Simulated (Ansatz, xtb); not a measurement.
## BrGeH6NSi: 4 structures ranked

4 gas-phase structures of BrGeH6NSi, from a drawn sample of its isomers (lower ones may exist). Each was relaxed with GFN2-xTB; where two conformers were screened, the lower at r2SCAN-D4/def2-SVP//GFN2-xTB is listed:

A. `[NH2][Ge@@H]([SiH3])[Br]`, a singlet
B. `N[Si@@H]([GeH3])Br`, a singlet
C. `[NH2][GeH2][SiH2]Br`, a singlet
D. `N[SiH2][GeH2][Br]`, a singlet

Task: Which do you expect lowest at r2SCAN-D4/def2-SVP//GFN2-xTB, and how would the others follow?

Result: Calculated order at r2SCAN-D4/def2-SVP//GFN2-xTB: B (0.0), D (25.8), A (46.1), C (64.9) kJ/mol.

Energies above the lowest of each column, in kJ/mol; the last columns are at r2SCAN-D4/def2-SVP geometries:

```
structure  GFN2-xTB  HF/STO-3G  r2SCAN-D4/def2-SVP//GFN2-xTB  r2SCAN-D4/def2-SVP  CCSD(T)/def2-SVP + ΔMP2/def2-TZVPP
        B      38.7        0.0                           0.0                 0.0                                 0.0
        D       0.0       36.1                          25.8                27.2                                23.3
        A      29.9       21.0                          46.1                48.9                                48.6
        C      62.5       36.1                          64.9                66.1                                61.2
```

CCSD(T)/def2-SVP + ΔMP2/def2-TZVPP puts B lowest; GFN2-xTB picks D. Flexible structures stand in one conformer each, not always the lowest. B keeps a small imaginary mode. ΔMP2 is the change of the MP2 energy from the smaller to the larger basis.

Over these structures GFN2-xTB departs from r2SCAN-D4/def2-SVP//GFN2-xTB by 20.1 kJ/mol on average once a common shift is removed. A GFN2-xTB relaxation took about 0.086 s and the r2SCAN-D4/def2-SVP//GFN2-xTB energy about 1.4 s on a shared host (Ansatz 0.2.0, xtb 6.7.1).
